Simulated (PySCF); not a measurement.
# Working out the ionisation energy of Kr

Kr [Kr] (1S) → Kr⁺ [Ar] 3d10 4s2 4p5 (2P). Computed with PySCF 2.14 in def2-QZVPPD, with the non-relativistic Hamiltonian (point nucleus). Frozen: [Ar] 3d10. Energies in hartree (1 hartree = 27.21139 eV):

```tsv
part	Kr (lower)	Kr⁺ (upper)
UHF	-2752.054315	-2751.574212
CCSD correlation	-0.210812	-0.175321
(T)	-0.007102	-0.005221
```

Question: What does Hartree-Fock give?

Answer: (-2751.574212) − (-2752.054315) = 0.480103 hartree = 13.064 eV.

Question: What do CCSD and CCSD(T) give?

Answer: The CCSD correlation energies differ by 0.035491 hartree = 0.966 eV and the triples by 0.001881 hartree = 0.051 eV, so CCSD gives 14.030 eV and CCSD(T) 14.081 eV.

Measured between the centres of the two terms (NIST): 14.222 eV, so CCSD(T) (valence) is off by -0.141 eV.

The calculation is non-relativistic.

What remains against the reference includes basis incompleteness, the frozen core and higher excitations.
